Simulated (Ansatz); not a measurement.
Calculated with Ansatz (gas phase, PBE0-D4/def2-TZVP geometries, no zero-point term in ΔE). CCSD(T)/CBS is the MP2 limit (def2-TZVPP, def2-QZVPP) plus CCSD(T) − MP2 in def2-TZVPP, frozen cores. This one scheme is used for every species. DFT in def2-TZVPP. For Ge outer-core shells are correlated without core-valence functions, which leaves a few kJ/mol of doubt a bond. Scalar relativity is left out up to krypton. One conformer a species, not always the lowest.

Reaction (cleavage of the Si–Si bond): `F[Si]([SiH3])(Cl)Cl` + `[OH][GeH3]` → `F[Si](Cl)(Cl)[O][GeH3]` + SiH₄

(1) Is it downhill or uphill in electronic energy at CCSD(T)/CBS, and by how much? (Best estimate.)

(2) What do these levels give: PBE-D4, revPBE-D4, PBE0-D4, r2SCAN0-D4, CAM-B3LYP-D4, ωB97X-V, BLYP, BHLYP, MP2/def2-SVP, CCSD/def2-SVP, MP2/def2-TZVPP, CCSD/CBS(def2)? (Estimate.)

Largest T1 diagnostic among the species: 0.011.

## Answers

(1) The calculation gave: Downhill: ΔE = -1.45 eV.

(2) The calculation gave: PBE-D4 -1.15, revPBE-D4 -1.17, PBE0-D4 -1.28, r2SCAN0-D4 -1.45, CAM-B3LYP-D4 -1.51, ωB97X-V -1.42, BLYP -1.28, BHLYP -1.54, MP2/def2-SVP -1.54, CCSD/def2-SVP -1.51, MP2/def2-TZVPP -1.54, CCSD/CBS(def2) -1.49 eV.

In def2-TZVPP, CCSD(T) changes the Hartree–Fock value by +0.22 eV (the triples alone add +0.03 eV) and MP2 by +0.17 eV. Leaving LDA and LC-ωPBE aside and taking each functional with its dispersion term where it has one, the values, not all of them listed here, spread over 0.42 eV, from BHLYP-D4 to PBE-D4. LDA lies −0.10 eV from PBE without D4. From PBE to PBE0 (25 % exact exchange), in def2-TZVPP and without D4, ΔE moves by −0.13 eV.
